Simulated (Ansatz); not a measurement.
System: SnCl2, charge 0, singlet. SnCl2 (SMILES [Sn]([Cl])[Cl]).
B3LYP-D3(BJ)/def2-TZVP minimum from Ansatz (a first-principles code):
```
Sn
Cl 1 2.3879
Cl 1 2.3879 2 98.82
```
Charge 0, spin multiplicity 1.

Total energies in def2-SVP, 18 correlated electrons, 19 frozen orbitals. Radicals and triplets start from unrestricted determinants; spin-orbit coupling is neglected. Correlated methods leave the cores frozen (noble-gas shells, and filled d and f shells in the p block). Past Kr the def2 sets carry scalar-relativistic core potentials. Spin-orbit terms, left out, reach several kcal/mol for Br and I, and more for heavier atoms.

```tsv
method	program	energy (Eh)	minus CCSDTQ (mEh)
HF	Ansatz	-1132.16983	364.42
MP2	Ansatz	-1132.49219	42.06
CCSD	Ansatz	-1132.52378	10.47
CCSD(T)	Ansatz	-1132.53253	1.72
CCSDT(Q)	Ansatz	-1132.53429	-0.04
CCSDTQ	Ansatz	-1132.53425	0.00
```

Rough core times of Ansatz's runs on a shared machine: CCSD(T) under 20 s, CCSDT(Q) 60 s, CCSDTQ 90 min.
